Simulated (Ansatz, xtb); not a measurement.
# Isomers of F3H2PSi in order of energy

3 gas-phase structures of F3H2PSi, found in a search over its isomers (lower ones may exist). Each was relaxed with GFN2-xTB; where two conformers were screened, the lower at r2SCAN-D4/def2-SVP is listed:

A. `F[SiH2]P(F)F`, a singlet
B. `F[Si](F)(F)P`, a singlet
C. `FP[SiH](F)F`, a singlet

Problem. Which do you expect lowest at r2SCAN-D4/def2-SVP, and how would the others follow?

Solution. Calculated order at r2SCAN-D4/def2-SVP: B (0.0), C (44.6), A (70.1) kcal/mol.

Energies above the lowest of each column, in kcal/mol; the last columns are at PBE-D3(BJ)/def2-SVP geometries:

```csv
structure,GFN2-xTB,HF/STO-3G,r2SCAN-D4/def2-SVP,PBE-D3(BJ)/def2-SVP,CCSD(T)/def2-SVP + ΔMP2/def2-TZVPP
B,0.0,0.0,0.0,0.0,0.0
C,5.0,28.6,44.6,41.0,43.4
A,17.8,40.6,70.1,65.3,71.7
```

Every level run on B puts it lowest or level with the lowest. Flexible structures stand in one conformer each, not always the lowest. ΔMP2 is the change of the MP2 energy from the smaller to the larger basis.

Programs: Ansatz 0.2.0, xtb 6.7.1.
